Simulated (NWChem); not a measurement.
Everything below was run with NWChem. System: ClI, charge 0, spin multiplicity 3, at a geometry optimised with UPBE0/def2-SVP with def2 effective core potentials on I. The structure started from a generated list of species. Its SCF solution wasn't tested for a lower state. Level: B3LYP/x2c-SVPall-2c, spin-orbit ZORA, VWN1-RPA local correlation.

Input file:

```
start mol
memory heap 200 mb stack 900 mb global 1100 mb
geometry units angstroms nocenter noautoz noautosym
  Cl     0.000000     0.000000     2.040378
  I      0.000000     0.000000    -0.654461
end
basis spherical
  * library x2c-svpall-2c
end
relativistic
  zora on
end
dft
  xc b3lyp
  odft
  mult 3
  semidirect memsize 60000000 filesize 0
  iterations 100
  grid fine
end
task sodft energy
```

Output (cleaned and shortened):

```
             Northwest Computational Chemistry Package (NWChem) 7.3.0
             --------------------------------------------------------

                                NWChem Input Module
                                -------------------

 Scaling coordinates for geometry "geometry" by  1.889725989
 (inverse scale =  0.529177249)

                             Geometry "geometry" -> ""
                             -------------------------

 Output coordinates in angstroms (scale by  1.889725989 to convert to a.u.)

  No.       Tag          Charge          X              Y              Z
 ---- ---------------- ---------- -------------- -------------- --------------
    1 Cl                  17.0000     0.00000000     0.00000000     2.04037800
    2 I                   53.0000     0.00000000     0.00000000    -0.65446100

 Effective nuclear repulsion energy (a.u.)     176.9265998261

            Nuclear Dipole moment (a.u.)
            ----------------------------
        X                 Y               Z
 ---------------- ---------------- ----------------
     0.0000000000     0.0000000000    -0.0000132281


 Summary of "ao basis" -> "" (spherical)
 ------------------------------------------------------------------------------
       Tag                 Description            Shells   Functions and Types
 ---------------- ------------------------------  ------  ---------------------
 *                       x2c-svpall-2c                on all atoms

                                 NWChem DFT Module
                                 -----------------

 Summary of "ao basis" -> "ao basis" (spherical)
 ------------------------------------------------------------------------------
       Tag                 Description            Shells   Functions and Types
 ---------------- ------------------------------  ------  ---------------------
 Cl                      x2c-svpall-2c               9       21   4s4p1d
 I                       x2c-svpall-2c              18       50   6s8p4d

 Summary of "ao basis" -> "ao basis" (spherical)
 ------------------------------------------------------------------------------
       Tag                 Description            Shells   Functions and Types
 ---------------- ------------------------------  ------  ---------------------
 Cl                      x2c-svpall-2c               9       21   4s4p1d
 I                       x2c-svpall-2c              18       50   6s8p4d

            General Information
            -------------------
          SCF calculation type: DFT
          Wavefunction type:  spin polarized.
          No. of atoms     :     2
          No. of electrons :    70
           Alpha electrons :    36
            Beta electrons :    34
          Charge           :     0
          Spin multiplicity:     3
          Use of symmetry is: off; symmetry adaption is: off
          Maximum number of iterations: 100
          AO basis - number of functions:    71
                     number of shells:    27
          Convergence on energy requested:  1.00D-06
          Convergence on density requested:  1.00D-05
          Convergence on gradient requested:  5.00D-04

              XC Information
              --------------
                         B3LYP Method XC Potential
                     Hartree-Fock (Exact) Exchange  0.200
                        Slater Exchange Functional  0.800 local
                    Becke 1988 Exchange Functional  0.720 non-local
              Lee-Yang-Parr Correlation Functional  0.810
                  VWN I RPA Correlation Functional  0.190 local

             Grid Information
             ----------------
          Grid used for XC integration:  fine
          Radial quadrature: Mura-Knowles
          Angular quadrature: Lebedev.
          Tag              B.-S. Rad. Rad. Pts. Rad. Cut. Ang. Pts.
          ---              ---------- --------- --------- ---------
          Cl                  1.00      123           9.0       770
          I                   1.40      141           8.0       974
          Grid pruning is: on
          Number of quadrature shells:   264
          Spatial weights used:  Erf1

          Convergence Information
          -----------------------
          Convergence aids based upon iterative change in
          total energy or number of iterations.
          Levelshifting, if invoked, occurs when the
          HOMO/LUMO gap drops below (HL_TOL):  1.00D-02
          DIIS, if invoked, will attempt to extrapolate
          using up to (NFOCK): 10 stored Fock matrices.

                    Damping( 0%)  Levelshifting(0.5)       DIIS
                  --------------- ------------------- ---------------
          dE  on:    start            ASAP                start
          dE off:    2 iters        100 iters           100 iters

      Screening Tolerance Information
      -------------------------------
          Density screening/tol_rho:  1.00D-10
          AO Gaussian exp screening on grid/accAOfunc:  14
          CD Gaussian exp screening on grid/accCDfunc:  20
          XC Gaussian exp screening on grid/accXCfunc:  20
          Schwarz screening/accCoul:  1.00D-10

 Performing spin-orbit DFT (SO-DFT) calculations
 -----------------------------------------------

          Performing ZORA calculations
          ----------------------------

      Superposition of Atomic Density Guess
      -------------------------------------

 Sum of atomic energies:       -7188.91325589

       Generating atomic ZORA corrections
       ----------------------------------

      Superposition of Atomic Density Guess
[...]
                                                     1.12D-03  2.13D-03
 d= 0,ls=0.0,diis    14  -7667.3659593216 -2.88D-03  5.76D-04  1.08D-03    10.5
                                                     3.51D-04  1.08D-03
 d= 0,ls=0.0,diis    15  -7667.3669355444 -9.76D-04  1.83D-03  9.45D-04    10.8
                                                     1.06D-03  9.45D-04
 d= 0,ls=0.0,diis    16  -7667.3640451788  2.89D-03  3.76D-03  6.79D-04    11.1
                                                     2.15D-03  6.79D-04
 d= 0,ls=0.0,diis    17  -7667.3578537749  6.19D-03  1.74D-03  3.97D-04    11.4
                                                     1.45D-03  3.97D-04
 d= 0,ls=0.0,diis    18  -7667.3548962896  2.96D-03  1.04D-04  3.94D-04    11.7
                                                     2.14D-04  3.94D-04
 d= 0,ls=0.0,diis    19  -7667.3546617830  2.35D-04  4.30D-05  5.81D-04    12.0
                                                     8.98D-05  5.81D-04
 d= 0,ls=0.0,diis    20  -7667.3546686511 -6.87D-06  1.23D-04  7.08D-04    12.3
                                                     2.76D-04  7.08D-04
 d= 0,ls=0.0,diis    21  -7667.3544159714  2.53D-04  2.14D-04  1.49D-03    12.6
                                                     4.45D-04  1.49D-03
 d= 0,ls=0.0,diis    22  -7667.3548799195 -4.64D-04  2.20D-04  2.74D-04    12.9
                                                     8.46D-04  2.74D-04
 d= 0,ls=0.0,diis    23  -7667.3548684280  1.15D-05  6.33D-05  3.28D-05    13.2
                                                     2.62D-04  3.28D-05
 d= 0,ls=0.0,diis    24  -7667.3548890427 -2.06D-05  3.02D-05  1.05D-05    13.5
                                                     1.18D-04  1.05D-05
 d= 0,ls=0.0,diis    25  -7667.3548968124 -7.77D-06  1.04D-05  2.01D-07    13.8
                                                     1.08D-04  2.01D-07
 d= 0,ls=0.0,diis    26  -7667.3548975854 -7.73D-07  3.45D-06  5.86D-08    14.1
                                                     3.15D-05  5.86D-08
 d= 0,ls=0.0,diis    27  -7667.3548977129 -1.28D-07  1.00D-06  7.38D-09    14.3
                                                     1.03D-05  7.38D-09
 d= 0,ls=0.0,diis    28  -7667.3548977306 -1.77D-08  2.25D-07  1.21D-09    14.6
                                                     1.72D-06  1.21D-09
  zoraso: enough mem for repl

      Total SO-DFT energy =    -7667.354897728507
      One electron energy =   -10832.695447613176
           Coulomb energy =     3200.122646528282
    Exchange-Corr. energy =     -211.708696469699
 Nuclear repulsion energy =      176.926599826085

       Scaling correction =      111.680748182090

 Numeric. integr. density =       70.000000190783

     Total iterative time =      9.9s

                       DFT Final Molecular Orbital Analysis
                       ------------------------------------

 Vector   68  Occ=1.000000D+00  E=-2.932936D-01
              MO Center=  1.7D-08, -1.0D-08,  2.0D-01, r^2= 1.8D+00
  Bfn.         Coefficient        Function           Bfn.         Coefficient        Function
  ----     -------------------  ------------         ----     -------------------  ------------
    43     0.294389   0.211914  2 I  px                44    -0.211912   0.294390  2 I  py
    15     0.182742  -0.253845  1 Cl py                14    -0.253859  -0.182723  1 Cl px
    40     0.235704   0.169670  2 I  px                41    -0.169669   0.235705  2 I  py
    34    -0.221372  -0.159353  2 I  px                35     0.159352  -0.221372  2 I  py
    12     0.127999  -0.177802  1 Cl py                11    -0.177811  -0.127986  1 Cl px

 Vector   69  Occ=1.000000D+00  E=-2.847006D-01
              MO Center= -2.1D-10,  3.5D-10,  6.5D-02, r^2= 2.2D-01
  Bfn.         Coefficient        Function           Bfn.         Coefficient        Function
  ----     -------------------  ------------         ----     -------------------  ------------
    85    -0.383962  -0.000050  1 Cl px                86    -0.000050  -0.383960  1 Cl py
    82    -0.264202  -0.000033  1 Cl px                83    -0.000033  -0.264200  1 Cl py
   115    -0.000056   0.249380  2 I  py               114     0.249377  -0.000056  2 I  px
   112    -0.000039   0.245204  2 I  py               111     0.245202  -0.000039  2 I  px
   106     0.000039  -0.200908  2 I  py               105    -0.200906   0.000039  2 I  px

 Vector   70  Occ=1.000000D+00  E=-2.463639D-01
              MO Center= -9.7D-09,  1.1D-08,  3.1D-01, r^2= 3.4D+00
  Bfn.         Coefficient        Function           Bfn.         Coefficient        Function
  ----     -------------------  ------------         ----     -------------------  ------------
    45     0.560841   0.000000  2 I  pz                16     0.498630  -0.000000  1 Cl pz
    42     0.419703  -0.000000  2 I  pz                36    -0.381389  -0.000000  2 I  pz
    13     0.325435  -0.000000  1 Cl pz                26     0.185274  -0.000000  2 I  s
     7    -0.159926   0.000000  1 Cl pz                33     0.155517   0.000000  2 I  pz
   114    -0.129968  -0.000128  2 I  px               115    -0.000128  -0.129962  2 I  py

 Vector   71  Occ=0.000000D+00  E=-2.125010D-01
              MO Center= -1.6D-12,  1.6D-12,  8.6D-09, r^2= 4.2D-07
  Bfn.         Coefficient        Function           Bfn.         Coefficient        Function
  ----     -------------------  ------------         ----     -------------------  ------------
   115     0.407045  -0.009749  2 I  py               114     0.009683   0.407045  2 I  px
   112     0.291680  -0.006977  2 I  py               111     0.006947   0.291680  2 I  px
   106    -0.283834   0.006795  2 I  py               105    -0.006755  -0.283834  2 I  px
    85    -0.006698  -0.280392  1 Cl px                86    -0.280392   0.006688  1 Cl py
    82    -0.004416  -0.184884  1 Cl px                83    -0.184884   0.004411  1 Cl py

 Vector   72  Occ=0.000000D+00  E=-1.503779D-01
              MO Center=  8.7D-10, -1.4D-09, -4.0D-03, r^2= 1.8D-02
  Bfn.         Coefficient        Function           Bfn.         Coefficient        Function
  ----     -------------------  ------------         ----     -------------------  ------------
   116    -0.294054   0.492692  2 I  pz                87    -0.287090   0.481025  1 Cl pz
   113    -0.201848   0.338201  2 I  pz               107     0.185733  -0.311199  2 I  pz
    84    -0.171217   0.286877  1 Cl pz                97    -0.110486   0.185121  2 I  s
    78     0.084906  -0.142261  1 Cl pz               104    -0.068130   0.114154  2 I  pz
    96     0.067405  -0.112939  2 I  s                 74     0.052169  -0.087410  1 Cl s

 Vector   73  Occ=0.000000D+00  E= 2.055965D-01
              MO Center= -7.6D-08,  8.8D-08, -7.3D-01, r^2= 3.4D+00
  Bfn.         Coefficient        Function           Bfn.         Coefficient        Function
  ----     -------------------  ------------         ----     -------------------  ------------
    26     2.303127   0.000000  2 I  s                 27    -2.126166   0.000000  2 I  s
    25    -0.728144  -0.000000  2 I  s                 64     0.220634  -0.000000  2 I  d  0
     3     0.174573   0.000000  1 Cl s                 24     0.152913   0.000000  2 I  s
    16    -0.140868   0.000000  1 Cl pz                42    -0.105341  -0.000000  2 I  pz
    23    -0.089887  -0.000000  2 I  s                 59    -0.088714   0.000000  2 I  d  0

   alpha - beta orbital overlaps
   -----------------------------

   alpha      1      2      3      4      5      6      7      8      9     10
    beta      1      2      3      3      5      6      7     14     15     16
 overlap   1.094  1.351  0.558  0.305  0.998  0.998  0.980  0.023  0.023  0.011

   alpha     11     12     13     14     15     16     17     18     19     20
    beta     14     15     16     14     15     16     52     15     16     14
 overlap   0.265  0.265  0.144  0.371  0.371  0.181  0.000  0.007  0.009  0.007

   alpha     21     22     23     24     25     26     27     28     29     30
    beta     56     22     23     24     25     26     26     28     29     30
 overlap   0.000  1.171  1.530  1.849  2.050  0.995  0.262  1.291  1.291  1.291

   alpha     31     32     33     34     35     36     37     38     39     40
    beta     31     32     33     34     35     36     28     29     30     43
 overlap   1.614  1.614  1.611  1.360  1.360  1.322  0.017  0.017  0.017  0.215

   alpha     41     42     43     44     45     46     47     48     49     50
    beta     44     16     43     44     16     34     35     36     28     29
 overlap   0.215  0.152  0.251  0.251  0.155  0.028  0.028  0.026  0.057  0.057

   alpha     51     52     53     54     55     56     57     58     59     60
    beta     30     52     53     54     55     56     57     58     59     60
 overlap   0.057  1.154  1.154  1.154  1.154  1.154  1.133  1.133  1.134  1.133

   alpha     61     62     63     64     65     66     67     68     69     70
    beta     61     57     58     59     60     61     57     58     59     60
 overlap   1.133  0.023  0.023  0.022  0.023  0.023  0.016  0.016  0.016  0.016

   alpha     71
    beta     61
 overlap   0.016

     --------------------------
     Expectation value of S2:
     --------------------------
      <S2> =      2.0101 (Exact =     2.0000)

     Multipole analysis of the density
     ---------------------------------

     L   x y z        total         alpha         beta         nuclear
     -   - - -        -----         -----         ----         -------
     0   0 0 0     -0.000000    -35.987644    -34.012356     70.000000

     1   1 0 0      0.000000      0.000000      0.000000      0.000000
     1   0 1 0     -0.000000     -0.000000     -0.000000      0.000000
     1   0 0 1     -0.797754     -0.993024      0.195283     -0.000013

     2   2 0 0    -28.958784    -16.079213    -12.879571      0.000000
     2   1 1 0     -0.000133      0.000005     -0.000138      0.000000
     2   1 0 1     -0.000000     -0.000000      0.000000      0.000000
     2   0 2 0    -28.958777    -16.079213    -12.879564      0.000000
     2   0 1 1      0.000000      0.000000     -0.000000      0.000000
     2   0 0 2    -30.606356   -191.731374   -172.677856    333.802873

 Task  times  cpu:       14.9s     wall:       14.9s

 Total times  cpu:       14.9s     wall:       14.9s
```
